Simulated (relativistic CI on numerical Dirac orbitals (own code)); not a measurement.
**One change at a time: Fe X**

Base calculation: Dirac-Coulomb-Breit CI, orbitals from a KLI potential per configuration, model QED, unscaled Slater integrals.

Configuration list (outside the closed core [Ne]): 3s²3p⁵, 3s3p⁶, 3s²3p⁴3d, 3s3p⁵3d, 3p⁶3d, 3s3p⁴3d², 3s²3p⁴4s, 3s²3p⁴4p, 3s²3p³3d4p, 3p⁶4s, 3s²3p⁴4d, 3p⁶4p, 3s3p⁵4s, 3s3p⁴3d4s, 3s²3p⁴4f, 3s3p⁵4p, 3s²3p⁴5s, 3s²3p⁴5p, 3s3p⁵4d, 3s²3p⁴5d, 3p⁵3d4p, 3s²3p³4s4p, 3s²3p⁴5f, 3s²3p⁴5g, 3s3p⁵4f, 3s²3p⁴6s, 3s²3p⁴6p, 3s3p⁴4s², 3s²3p⁴6d, 3s²3p³3d², 3s²3p²3d³, 3s3p³3d³, 3s²3p²3d²4s, 3s²3p²3d²4p, 3s²3p²3d²4d, 3p⁵3d², 3p⁴3d³, 3p⁴3d²4s, 3p⁴3d²4p, 3p⁴3d²4d, 3s²3p³3d4s, 3s3p³3d²4s, 3s²3p²3d4s², 3s²3p²3d4s4p, 3s²3p²3d4s4d, 3p⁵3d4s, 3p⁴3d4s², 3p⁴3d4s4p, 3p⁴3d4s4d, 3s²3p³4s², 3s3p³3d4s², 3s²3p²4s²4p, 3s²3p²4s²4d, 3s²3p³4p², 3s²3p²3d4p², 3s3p³3d4p², 3s²3p²4s4p², 3s²3p²4p³, 3s²3p²4p²4d. Double excitations out of closed p, d and f shells are left out; levels of such configurations are missing from the list, as are those of other unlisted configurations, and high levels can miss mixing partners. These lack a partner that the ground configuration has and come out too high: 3s²3p⁴4f, 3s3p⁵4p, 3s²3p⁴5s, 3s²3p⁴5p, 3s3p⁵4d.

Variants: (1) valence Slater integrals scaled by 0.9; (2) non-relativistic limit. Shifts of the energy above 3s²3p⁵ ²P°3/2, in cm⁻¹, for the lowest level and the first level of each name with at least 55 % of one term (blank where a level changes its place among those of its configuration and J or its character, or is not in the variant):

```
         Level    Base   Δ(1)    Δ(2)
 3s²3p⁵ ²P°3/2       0      0       0
 3s²3p⁵ ²P°1/2   15623    +33  -15623
   3s3p⁶ ²S1/2  287916  +8971  -18449
3s²3p⁴3d ⁴D7/2  389798  +5361  -10462
3s²3p⁴3d ⁴D5/2  389876  +5295  -10540
3s²3p⁴3d ⁴D3/2  391133  +5306  -11798
3s²3p⁴3d ⁴D1/2  392638  +5386  -13302
3s²3p⁴3d ⁴F9/2  421962  +1602   -6600
3s²3p⁴3d ²P1/2  424489  +1978   -6510
3s²3p⁴3d ⁴F7/2  427119  +1617  -11757
3s²3p⁴3d ⁴F5/2  430904  +1724  -15542
3s²3p⁴3d ⁴F3/2  432399  +1592  -17038
3s²3p⁴3d ²P3/2  432850  +1744  -14872
3s²3p⁴3d ²D3/2  439261   +581   -7953
```

At this charge energies of transitions that change n are usually good to better than 1 %, and those within a shell (Δn = 0) to a few per cent.

Ionisation energy from the two ground configurations alone: base 260.164 eV; valence Slater integrals scaled by 0.9 260.352 eV. The NIST ASD value (semi-empirical) is 262.1 eV.

LS names give the leading component of a level, which can be under half, so a name can repeat, a term be missing and a line seem to break the LS rules.
